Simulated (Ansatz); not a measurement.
Z-matrix (Å, degrees):
```
Si
S 1 2.126
Sn 1 2.571 2 110.5
O 1 1.650 2 109.1 3 -122.5
H 1 1.488 2 102.9 3 119.0
H 2 1.344 1 95.1 3 50.7
H 3 1.709 1 109.7 2 -43.2
H 3 1.713 1 111.5 2 -162.3
H 3 1.706 1 111.4 2 76.8
H 4 0.959 1 117.5 2 164.6
```

Charge 0, multiplicity 1. Sn: def2 effective core potential.

(1) List the PBE0/def2-TZVPP orbital energies in eV (Ansatz). (Best estimate.)

Results:

(1) The calculation gave: Occupied: -2422.48, -1803.82, -523.06, -217.84, -161.67, -161.59, -161.49, -145.99, -139.89, -100.67, -100.66, -100.62, -94.50, -94.50, -94.50, -28.49, -28.29, -28.29, -28.22, -28.15, -28.15, -20.67, -15.95, -14.64, -13.10, -11.67, -10.78, -10.54, -9.34, -9.20, -9.00, -8.15, -7.35. Lowest empty: -0.40, -0.21, -0.15, 0.55, 0.98, 1.38, 1.58, 1.76.
